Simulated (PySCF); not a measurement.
C₃H₉O (SMILES CC[OH+]C), charge +1, singlet, geometry from GFN2-xTB; HF/6-31G** in PySCF.

PySCF was given this input:
```python
from pyscf import gto, scf

mol = gto.Mole()
mol.atom = '''
    O     0.05586026   -0.68329506    0.10783272
    C    -0.01267142    0.78735284    0.04115579
    C     1.38355249   -1.24026318   -0.03569941
    C    -1.46605047    1.19333821   -0.02607106
    H     0.46194579    1.14755225    0.95586541
    H     0.54921487    1.13949274   -0.82841198
    H     1.30407869   -2.32340103    0.04514691
    H     1.83952611   -0.96559385   -0.98766160
    H     1.99255470   -0.86591714    0.78630868
    H    -1.93476522    0.85317512   -0.94730704
    H    -2.01811662    0.80424113    0.82553218
    H    -1.53452893    2.27727882   -0.00067742
    H    -0.53577495   -1.04303488   -0.58776898
'''
mol.basis = '6-31g**'
mol.charge = 1
mol.verbose = 5
mol.build()

mf = scf.RHF(mol)
mf.kernel()
```

What the program printed (banner, timings and long lists left out):

```
PySCF version 2.14.0

[INPUT] verbose = 5
[INPUT] max_memory = 4000
[INPUT] num. atoms = 13
[INPUT] num. electrons = 34
[INPUT] charge = 1
[INPUT] spin (= nelec alpha-beta = 2S) = 0
[INPUT] symmetry False subgroup None
[INPUT] Mole.unit = angstrom
[INPUT] Symbol           X                Y                Z      unit          X                Y                Z       unit  Magmom
[...]
[INPUT] ---------------- BASIS SET ----------------
[INPUT] l, kappa, [nprim/nctr], expnt,             c_1 c_2 ...
[INPUT] O
[...]
                                825.23495         0.0139501
                                188.04696         0.0684451
                                52.9645           0.2327143
                                16.89757          0.470193
                                5.7996353         0.3585209
[...]
                                3.5999336         -0.1480263
                                1.0137618         1.130767
[...]
                                3.5999336         0.3397528
                                1.0137618         0.7271586
[...]
[INPUT] H
[...]
                                2.8253937         0.23472695
                                0.6401217         0.81375733
[...]
[INPUT] C
[...]
                                457.36951         0.0140373
                                103.94869         0.0688426
                                29.210155         0.2321844
                                9.286663          0.4679413
                                3.163927          0.362312
[...]
                                1.8812885         -0.1608542
                                0.5442493         1.1434564
[...]
                                1.8812885         0.316424
                                0.5442493         0.7443083
[...]
nuclear repulsion = 141.84680602211
number of shells = 51
number of NR pGTOs = 171
number of NR cGTOs = 101
basis = 6-31g**
ecp = {}

******** <class 'pyscf.scf.hf.RHF'> ********
method = RHF
initial guess = minao
damping factor = 0
level_shift factor = 0
DIIS = <class 'pyscf.scf.diis.CDIIS'>
diis_start_cycle = 1
diis_space = 8
diis_damp = 0
SCF conv_tol = 1e-09
SCF conv_tol_grad = None
SCF max_cycles = 50
direct_scf = True
direct_scf_tol = 1e-13
Set gradient conv threshold to 3.16228e-05
Initial guess from minao.
E1 = -540.6064305228738  E2 = 204.50403831814518  Ecoul = 231.6499002857157  Exc = -27.14586196757051
init E= -194.255586182618
cond(S) = 793.9310102860474
[...]
  mo_energy =
[-20.80019002 -11.3302272  -11.32493737 -11.31881101  -1.81943129
  -1.38068991  -1.13786752  -0.99786495  -0.74346282  -0.65611721
  -0.63235591  -0.52311355  -0.46543944  -0.43480544  -0.4047504
  -0.39953476  -0.36118013   0.09989592   0.17222079   0.18445137
   0.20766828   0.23612451   0.24469463   0.26369248   0.27026153
   0.28188523   0.29011481   0.30552826   0.35591773   0.6528693
   0.66865338   0.70537325   0.70691807   0.72951435   0.77880569
   0.80664698   0.84629948   0.93718787   0.97504639   1.02382311
   1.03401088   1.05114044   1.0627941    1.08522012   1.09120535
   1.10236671   1.1307035    1.15654792   1.21875755   1.25812351
   1.28582385   1.50366612   1.51957427   1.5246922    1.60589996
   1.72253428   1.83182699   1.87202764   1.95605363   2.04758362
   2.0606388    2.11294688   2.17118188   2.20817088   2.27281249
   2.27888304   2.28592837   2.29621739   2.30383021   2.33894059
   2.3573144    2.37333645   2.49971451   2.52294233   2.6211361
   2.63761897   2.67832016   2.69525338   2.75723886   2.83271769
   2.83818359   2.92371716   2.96519254   2.96968583   3.01822744
   3.04622188   3.10556254   3.11200663   3.17940743   3.21832408
   3.2463266    3.29930193   3.48293839   3.51244543   3.59244296
   3.63217031   3.72999971   3.74873509   3.77365095   3.83663521
   3.92059107]
E1 = -532.123909627729  E2 = 196.9196294969241  Ecoul = 223.40133678072203  Exc = -26.48170728379793
cycle= 1 E= -193.357474108694  delta_E= 0.898  |g|= 0.514  |ddm|= 2.74
[...]
[...]
   1.11094978   1.32541762   1.33704233   1.36687691   1.42956516
   1.56304049   1.65190228   1.73297444   1.77874139   1.85776199
   1.87285092   1.96378182   1.99874313   2.03709125   2.11115499
   2.11386885   2.12685151   2.15972813   2.1710244    2.1839971
   2.21875911   2.2418621    2.31984243   2.37104934   2.43469595
   2.45511176   2.50396289   2.53059756   2.58295276   2.66204112
   2.6660607    2.75277576   2.78064098   2.80824628   2.86407132
   2.88976028   2.9376873    2.96909759   3.03921372   3.05406886
   3.06699143   3.12446002   3.33483839   3.38092485   3.44620289
   3.44691247   3.58223707   3.59000027   3.65618558   3.70025107
   3.72809546]
E1 = -534.7669172491379  E2 = 199.47781722162458  Ecoul = 226.24646346136566  Exc = -26.768646239741088
cycle= 9 E= -193.442294005403  delta_E= -1.62e-09  |g|= 1.23e-05  |ddm|= 0.000101
[...]
  mo_energy =
[-20.91795857 -11.51066765 -11.5073273  -11.40498678  -1.72097836
  -1.26000363  -1.17898932  -1.09285227  -0.98728072  -0.91965427
  -0.90726086  -0.81345212  -0.78192747  -0.74809381  -0.73295204
  -0.72427553  -0.69696955  -0.02470972   0.05953594   0.0684303
   0.08224928   0.1037053    0.11596534   0.13833824   0.15163211
   0.15658084   0.1611506    0.17309957   0.22762504   0.48139416
   0.4990444    0.53168604   0.5448298    0.55233749   0.61760414
   0.66321993   0.68984559   0.77885747   0.79332976   0.86519857
   0.88758352   0.92464189   0.93246521   0.95845744   0.96247865
   0.9747477    0.99587501   1.02782899   1.04880532   1.08697655
   1.11094977   1.32541753   1.33704248   1.36687714   1.42956505
   1.56304056   1.65190251   1.73297459   1.77874119   1.85776255
   1.87285166   1.96378206   1.99874335   2.03709016   2.11115509
   2.11386852   2.12685106   2.15972844   2.17102407   2.18399668
   2.21875897   2.24186175   2.31984302   2.37104966   2.43469632
   2.45511226   2.50396324   2.53059757   2.58295314   2.66204077
   2.66606109   2.75277614   2.78064132   2.80824634   2.864071
   2.88976011   2.93768731   2.96909771   3.03921361   3.05406903
   3.0669914    3.12445997   3.33483777   3.38092467   3.44620306
   3.44691261   3.58223652   3.58999992   3.6561852    3.70025107
   3.72809557]
E1 = -534.7669318773064  E2 = 199.4778318497094  Ecoul = 226.2464800254052  Exc = -26.7686481756958
cycle= 10 E= -193.442294005487  delta_E= -8.37e-11  |g|= 3.11e-06  |ddm|= 2.32e-05
[...]
  mo_energy =
[-20.91795871 -11.51066849 -11.50732669 -11.40498775  -1.72097855
  -1.26000395  -1.17898933  -1.09285258  -0.98728083  -0.91965428
  -0.90726115  -0.81345238  -0.78192731  -0.74809382  -0.73295241
  -0.7242759   -0.69696995  -0.02470998   0.05953592   0.06843003
   0.0822493    0.10370526   0.11596539   0.1383382    0.15163198
   0.15658074   0.16115045   0.17309945   0.22762479   0.48139401
   0.49904436   0.53168602   0.54482952   0.55233719   0.61760392
   0.6632197    0.6898453    0.77885728   0.79332957   0.86519852
   0.88758353   0.92464181   0.93246503   0.95845708   0.96247839
   0.97474771   0.99587484   1.02782884   1.04880514   1.08697645
   1.11094963   1.32541732   1.33704235   1.3668769    1.42956496
   1.56304028   1.65190233   1.73297423   1.77874106   1.85776235
   1.87285149   1.96378169   1.99874305   2.03709024   2.11115505
   2.11386853   2.1268512    2.15972813   2.1710239    2.18399672
   2.21875868   2.24186145   2.31984273   2.37104941   2.43469616
   2.45511203   2.50396298   2.53059737   2.5829529    2.66204076
   2.66606099   2.75277605   2.78064116   2.80824619   2.8640709
   2.8897599    2.93768718   2.96909745   3.03921341   3.05406875
   3.06699132   3.12445973   3.33483792   3.38092441   3.44620287
   3.44691232   3.58223672   3.58999976   3.65618485   3.70025074
   3.72809533]
E1 = -534.766933562571  E2 = 199.47783353496717  Ecoul = 226.24648179295204  Exc = -26.768648257984864
Extra cycle  E= -193.442294005493  delta_E= -6.76e-12  |g|= 1.38e-06  |ddm|= 5.37e-06
converged SCF energy = -193.442294005493
```
